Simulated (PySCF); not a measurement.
ethylenediamine (C2H8N2), singlet, geometry from GFN2-xTB, with bond 7-2 at 1.8 times its length; HF/STO-3G (PySCF).

The PySCF input:
```python
from pyscf import gto, scf

mol = gto.Mole()
mol.atom = '''
    N     1.80389178    0.38626777   -0.22442841
    C     0.55694421    0.17700189    0.49221348
    C    -0.55492179   -0.18446869   -0.49175578
    N    -1.75934788   -0.55072401    0.23450925
    H     2.55231782    0.59994733    0.42532920
    H     1.71475544    1.17096056   -0.86238442
    H    -0.01559372    1.75495164    1.55915056
    H     0.69696335   -0.65910161    1.18080159
    H    -0.23414157   -1.04963774   -1.07605929
    H    -0.70278446    0.65914184   -1.18994644
    H    -2.49325710   -0.81799969   -0.41196303
    H    -2.09666295    0.23904307    0.77595401
'''
mol.basis = 'sto-3g'
mol.verbose = 5
mol.build()

mf = scf.RHF(mol)
mf.kernel()
mo_i, mo_e, stable_i, stable_e = mf.stability(internal=True, external=True, return_status=True, nroots=6, tol=1e-6)
print('internally stable:', stable_i, ' externally stable:', stable_e)
if not stable_e:
    umf = mf.to_uhf() if not hasattr(mf, 'xc') else mf.to_uks()
    umf.scf_summary = {}
    umf.kernel(umf.make_rdm1(mo_e, umf.mo_occ))
```

Task: Predict the main parts of the log of this PySCF run.

Result: 
```
PySCF version 2.14.0

[INPUT] verbose = 5
[INPUT] max_memory = 4000
[INPUT] num. atoms = 12
[INPUT] num. electrons = 34
[INPUT] charge = 0
[INPUT] spin (= nelec alpha-beta = 2S) = 0
[INPUT] symmetry False subgroup None
[INPUT] Mole.unit = angstrom
[INPUT] Symbol           X                Y                Z      unit          X                Y                Z       unit  Magmom
[...]
[INPUT] ---------------- BASIS SET ----------------
[INPUT] l, kappa, [nprim/nctr], expnt,             c_1 c_2 ...
[INPUT] H
[...]
                                0.62391373        0.53532814
                                0.1688554         0.44463454
[INPUT] C
[...]
                                13.045096         0.53532814
                                3.5305122         0.44463454
[...]
                                0.6834831         0.39951283
                                0.2222899         0.70011547
[...]
                                0.6834831         0.60768372
                                0.2222899         0.39195739
[INPUT] N
[...]
                                18.052312         0.53532814
                                4.8856602         0.44463454
[...]
                                0.8784966         0.39951283
                                0.2857144         0.70011547
[...]
                                0.8784966         0.60768372
                                0.2857144         0.39195739

nuclear repulsion = 129.836028655343
number of shells = 20
number of NR pGTOs = 84
number of NR cGTOs = 28
basis = sto-3g
ecp = {}

******** <class 'pyscf.scf.hf.RHF'> ********
method = RHF
initial guess = minao
damping factor = 0
level_shift factor = 0
DIIS = <class 'pyscf.scf.diis.CDIIS'>
diis_start_cycle = 1
diis_space = 8
diis_damp = 0
SCF conv_tol = 1e-09
SCF conv_tol_grad = None
SCF max_cycles = 50
direct_scf = True
direct_scf_tol = 1e-13
Set gradient conv threshold to 3.16228e-05
Initial guess from minao.
E1 = -508.6105419368404  E2 = 191.66402912784588  Ecoul = 218.1685676742894  Exc = -26.504538546443513
init E= -187.110484153652
cond(S) = 11.215466847135467
  mo_energy =
[-15.49902154 -15.49894268 -11.09898417 -11.07174377  -1.587405
  -1.44093418  -1.08385806  -0.84151     -0.63071776  -0.60047721
  -0.53388484  -0.45684914  -0.42326586  -0.33741381  -0.32010358
  -0.22102006  -0.16493524   0.08588363   0.42835935   0.50524028
   0.51751765   0.53391433   0.54205744   0.57578128   0.60632725
   0.62905175   0.64921676   0.6934178 ]
E1 = -510.8514537879113  E2 = 194.36310532930835  Ecoul = 220.86660209135815  Exc = -26.503496762049792
cycle= 1 E= -186.65231980326  delta_E= 0.458  |g|= 0.358  |ddm|= 4.03
  mo_energy =
[-15.29583237 -15.17691258 -11.2098243  -11.15089712  -1.17243973
  -1.10626731  -0.92797647  -0.79059632  -0.65345681  -0.60956655
  -0.59639753  -0.5244539   -0.4999412   -0.47903762  -0.41612125
  -0.27236883  -0.2110221    0.22084957   0.55470391   0.58679212
   0.61102959   0.64577313   0.67534756   0.69843606   0.72189332
   0.73981697   0.77401397   0.80022857]
E1 = -511.4669897721816  E2 = 194.92649907125002  Ecoul = 221.36081824012268  Exc = -26.434319168872662
cycle= 2 E= -186.704462045589  delta_E= -0.0521  |g|= 0.131  |ddm|= 0.704
  mo_energy =
[-15.33183869 -15.30170029 -11.07171827 -11.04672004  -1.1467786
  -1.11493845  -0.89672053  -0.75259203  -0.63352256  -0.60514598
  -0.57374117  -0.51276666  -0.48252751  -0.44547076  -0.40573084
  -0.31381665  -0.22668919   0.23301521   0.58045501   0.6310916
   0.64333681   0.66629194   0.69010449   0.71558238   0.75586308
   0.77399436   0.78392405   0.81383438]
E1 = -510.92742356103975  E2 = 194.3807437632512  Ecoul = 220.81215605695152  Exc = -26.431412293700333
cycle= 3 E= -186.710651142446  delta_E= -0.00619  |g|= 0.0356  |ddm|= 0.213
  mo_energy =
[-15.34625945 -15.31697125 -11.09568414 -11.08027511  -1.15591153
  -1.12126622  -0.90536332  -0.76147255  -0.6391174   -0.61038499
  -0.58013832  -0.51961461  -0.49496461  -0.45972832  -0.41827984
  -0.32367658  -0.24023645   0.22130874   0.57087769   0.62226866
   0.63665403   0.66218386   0.68293152   0.71017694   0.75019481
   0.76133706   0.7746305    0.80443468]
E1 = -511.09030110412954  E2 = 194.54289067739958  Ecoul = 220.97835231207435  Exc = -26.435461634674766
cycle= 4 E= -186.711381771387  delta_E= -0.000731  |g|= 0.00993  |ddm|= 0.0832
  mo_energy =
[-15.34043223 -15.30716627 -11.08719903 -11.08291471  -1.15231463
  -1.11787562  -0.90289518  -0.75909346  -0.63653727  -0.60736525
  -0.57835797  -0.51771874  -0.49170247  -0.4573352   -0.41608866
  -0.32055552  -0.24130005   0.22170705   0.5737214    0.62477497
   0.63856818   0.66429413   0.68594261   0.71180988   0.75308385
   0.76481964   0.77718535   0.80667577]
E1 = -511.0489289827239  E2 = 194.50145540467818  Ecoul = 220.93547806532032  Exc = -26.434022660642142
cycle= 5 E= -186.711444922703  delta_E= -6.32e-05  |g|= 0.00262  |ddm|= 0.0246
  mo_energy =
[-15.34109169 -15.30715134 -11.08821403 -11.08188892  -1.1525107
  -1.11784581  -0.9030284   -0.75936373  -0.63674266  -0.60752394
  -0.5784511   -0.5176842   -0.49183872  -0.45746147  -0.41647088
  -0.32066534  -0.24098548   0.22212737   0.57344896   0.62443181
   0.63850979   0.66400611   0.6858212    0.71175192   0.75278307
   0.76454087   0.7771103    0.8064482 ]
E1 = -511.05516360116064  E2 = 194.50768484399256  Ecoul = 220.94208541101838  Exc = -26.43440056702582
cycle= 6 E= -186.711450101826  delta_E= -5.18e-06  |g|= 0.000472  |ddm|= 0.0082
  mo_energy =
[-15.34082163 -15.30743121 -11.08818607 -11.08238994  -1.15249869
  -1.11790813  -0.90311114  -0.75940256  -0.63676679  -0.60756541
  -0.57851911  -0.51777469  -0.49186409  -0.45754112  -0.41642946
  -0.32082227  -0.24108221   0.22214551   0.57340229   0.62440655
   0.63843167   0.66401431   0.68578697   0.71164758   0.75278211
   0.76454242   0.77699968   0.80639382]
E1 = -511.0550245966586  E2 = 194.5075456772293  Ecoul = 220.9419579170676  Exc = -26.43441223983831
[...]
converged SCF energy = -186.711450271346
<class 'pyscf.scf.hf.RHF'> wavefunction is stable in the internal stability analysis
<class 'pyscf.scf.hf.RHF'> wavefunction is stable in the real -> complex stability analysis
<class 'pyscf.scf.hf.RHF'> wavefunction has an RHF/RKS -> UHF/UKS instability
internally stable: True  externally stable: False
[...]
  -0.34950541  -0.31571849   0.31190341   0.58921026   0.64461718
   0.65053847   0.67769833   0.69929003   0.72320568   0.76691969
   0.79270289   0.79350123   0.82774934]
  beta  mo_energy =
[-15.32433319 -15.30427275 -11.07156525 -11.05654959  -1.14952346
  -1.11303057  -0.9043724   -0.76516718  -0.63279078  -0.60199253
  -0.57294404  -0.52958232  -0.48425529  -0.45319257  -0.44018884
  -0.31788395  -0.27323096   0.33303398   0.57685247   0.62844376
   0.6425097    0.66993895   0.68917888   0.71618287   0.75841524
   0.76822229   0.78174537   0.81054936]
multiplicity <S^2> = 0.77095106  2S+1 = 2.0208425
E1 = -511.2991399990823  E2 = 194.69640230423235  Ecoul = 221.30834325968277  Exc = -26.61194095545042
cycle= 7 E= -186.766709039507  delta_E= -2.28e-06  |g|= 0.000444  |ddm|= 0.00346
  alpha mo_energy =
[-15.3227587  -15.30424641 -11.07315126 -11.03127231  -1.13585442
  -1.1074526   -0.88327821  -0.7310588   -0.62431607  -0.59846283
  -0.56790786  -0.50630196  -0.47762734  -0.44640505  -0.43710797
  -0.34948443  -0.31575007   0.31179416   0.58918673   0.64462016
   0.6505334    0.67765849   0.69927567   0.72321546   0.76689283
   0.79269632   0.79352548   0.82774374]
  beta  mo_energy =
[-15.32417568 -15.30436565 -11.07154951 -11.05650244  -1.14946449
  -1.11301442  -0.90435108  -0.76515678  -0.63277728  -0.60199377
  -0.57291628  -0.52955589  -0.48420574  -0.45316635  -0.44011925
  -0.31794362  -0.27295893   0.33275292   0.5768768    0.62847251
   0.64253469   0.66994183   0.68918819   0.71619597   0.75842116
   0.76825839   0.78174419   0.81053952]
multiplicity <S^2> = 0.7706601  2S+1 = 2.0205545
E1 = -511.299102346528  E2 = 194.69636416324974  Ecoul = 221.30829280557194  Exc = -26.611928642322198
cycle= 8 E= -186.766709527936  delta_E= -4.88e-07  |g|= 0.000104  |ddm|= 0.00201
  alpha mo_energy =
[-15.32275762 -15.30415118 -11.07312499 -11.03128936  -1.13583374
  -1.10743832  -0.88326345  -0.73105025  -0.62429711  -0.59843862
  -0.56789114  -0.50628848  -0.4776255   -0.44650915  -0.43710863
  -0.34950826  -0.31570321   0.31187476   0.58920725   0.64463065
   0.65055482   0.67767705   0.6993014    0.72323281   0.7669179
   0.79272015   0.79353838   0.82775848]
  beta  mo_energy =
[-15.3241622  -15.3042751  -11.07150817 -11.0565395   -1.14944442
  -1.11298257  -0.90433652  -0.76515506  -0.63276143  -0.60196823
  -0.57290105  -0.52955154  -0.48419296  -0.45315983  -0.44013033
  -0.31790669  -0.27305329   0.33283459   0.57689554   0.62848247
   0.6425554    0.66996318   0.68920656   0.71621165   0.75844102
   0.76827135   0.78177344   0.81055842]
multiplicity <S^2> = 0.77059387  2S+1 = 2.0204889
E1 = -511.2989724923108  E2 = 194.69623428726672  Ecoul = 221.30814768793027  Exc = -26.611913400663553
cycle= 9 E= -186.766709549702  delta_E= -2.18e-08  |g|= 3.4e-05  |ddm|= 0.0004
  alpha mo_energy =
[-15.32276418 -15.30418381 -11.07314171 -11.03129431  -1.13584347
  -1.10744735  -0.88327248  -0.73105842  -0.62430458  -0.59844554
  -0.5678999   -0.50629242  -0.47763042  -0.44649124  -0.43711382
  -0.34950946  -0.31571418   0.31185219   0.58919893   0.64462345
   0.65054681   0.67767141   0.69929255   0.7232258    0.76691068
   0.79270926   0.79352889   0.82774853]
  beta  mo_energy =
[-15.32416569 -15.30430974 -11.07152093 -11.05654211  -1.14944843
  -1.11299125  -0.90433982  -0.76515762  -0.63276637  -0.60197387
  -0.57290761  -0.52955414  -0.48420057  -0.45316615  -0.44012875
  -0.31792229  -0.27303612   0.3328089    0.57688919   0.62847675
   0.64254931   0.66995921   0.68919993   0.71620271   0.75843528
   0.76826833   0.78176541   0.81055237]
multiplicity <S^2> = 0.77057764  2S+1 = 2.0204729
E1 = -511.29901202402095  E2 = 194.69627381696716  Ecoul = 221.30818518472387  Exc = -26.611911367756704
cycle= 10 E= -186.766709551711  delta_E= -2.01e-09  |g|= 1.52e-05  |ddm|= 9.47e-05
  alpha mo_energy =
[-15.32276598 -15.30416707 -11.07313836 -11.03129477  -1.13584081
  -1.10744584  -0.88327135  -0.73105808  -0.62430318  -0.59844339
  -0.56789833  -0.50628976  -0.47762832  -0.44649278  -0.43711249
  -0.34951121  -0.31570621   0.31185342   0.58920149   0.64462373
   0.65054883   0.67767264   0.6992959    0.72322773   0.76691315
   0.79271152   0.79352853   0.82774962]
  beta  mo_energy =
[-15.32416625 -15.30429429 -11.07151546 -11.05654218  -1.14944609
  -1.11298802  -0.90433715  -0.76515565  -0.63276462  -0.60197126
  -0.57290593  -0.52955187  -0.48419933  -0.45316444  -0.44012785
  -0.31791684  -0.27303712   0.33281059   0.57689129   0.62847795
   0.64255134   0.66996068   0.68920208   0.71620455   0.75843689
   0.7682705    0.7817696    0.81055541]
multiplicity <S^2> = 0.77058343  2S+1 = 2.0204786
E1 = -511.2989975053564  E2 = 194.6962592978331  Ecoul = 221.30817077306597  Exc = -26.61191147523286
cycle= 11 E= -186.766709552181  delta_E= -4.7e-10  |g|= 5e-06  |ddm|= 5.28e-05
  alpha mo_energy =
[-15.32276572 -15.30417269 -11.07313954 -11.03129395  -1.13584172
  -1.10744646  -0.88327204  -0.73105816  -0.62430372  -0.59844433
  -0.5678987   -0.50629073  -0.47762862  -0.44649266  -0.43711287
  -0.34951116  -0.31570835   0.31185408   0.58920069   0.6446239
   0.65054809   0.67767217   0.69929497   0.72322753   0.76691229
   0.79271058   0.79352834   0.82774928]
  beta  mo_energy =
[-15.32416593 -15.30430012 -11.07151633 -11.05654122  -1.14944642
  -1.11298939  -0.90433752  -0.76515568  -0.63276498  -0.60197218
  -0.57290614  -0.52955267  -0.48419978  -0.45316478  -0.44012798
  -0.31791951  -0.27303687   0.33281144   0.57689068   0.62847802
   0.64255086   0.66996012   0.68920138   0.7162041    0.75843645
   0.76827036   0.78176851   0.81055483]
multiplicity <S^2> = 0.77058502  2S+1 = 2.0204802
E1 = -511.2990013197476  E2 = 194.69626311219287  Ecoul = 221.3081752821348  Exc = -26.611912169941945
Extra cycle  E= -186.766709552212  delta_E= -3.14e-11  |g|= 3.06e-06  |ddm|= 8.45e-06
converged SCF energy = -186.766709552212  <S^2> = 0.77058502  2S+1 = 2.0204802
```
